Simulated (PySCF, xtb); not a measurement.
C₂H₆B, SMILES C[B]C, multiplicity 2. Atoms are numbered in the order given.

```xyz
9

C      1.3952    -0.0124     0.0985
B      0.0000     0.0000    -0.5634
C     -1.3952     0.0124     0.0985
H      1.6716     1.0485     0.2031
H      2.1844    -0.4744    -0.4968
H      1.4020    -0.4369     1.1109
H     -1.4020     0.4369     1.1109
H     -2.1844     0.4744    -0.4968
H     -1.6716    -1.0485     0.2031
```
Charge 0, spin multiplicity 2.

Geometry optimised at PBE0-D3(BJ)/def2-TZVP. The isomer is the one that the SMILES or the coordinates give; other isomers of the formula were not compared.

Level of theory: C-PCM-PBE0/def2-SVP in PySCF.

The values are the electrostatic part of the solvation free energy, E(continuum) − E(gas) at the gas-phase geometry, in a cavity of scaled van der Waals radii (PySCF's table); cavitation and dispersion terms are not included. The dipole moment in vacuum is 1.11 D.

Computed values in water (ε = 78.36), dichloromethane (ε = 8.93), diethylether (ε = 4.24):
```
solvent              ε  ΔG(elec) (kcal/mol)  dipole (D)
---------------  -----  -------------------  ----------
water            78.36                 -1.6        1.45
dichloromethane   8.93                 -1.4        1.40
diethylether      4.24                 -1.2        1.35
```

For comparison, GFN2-xTB/ALPB(water) (xtb, at the GFN2-xTB geometry, all terms of that model) gives -0.5 kcal/mol.
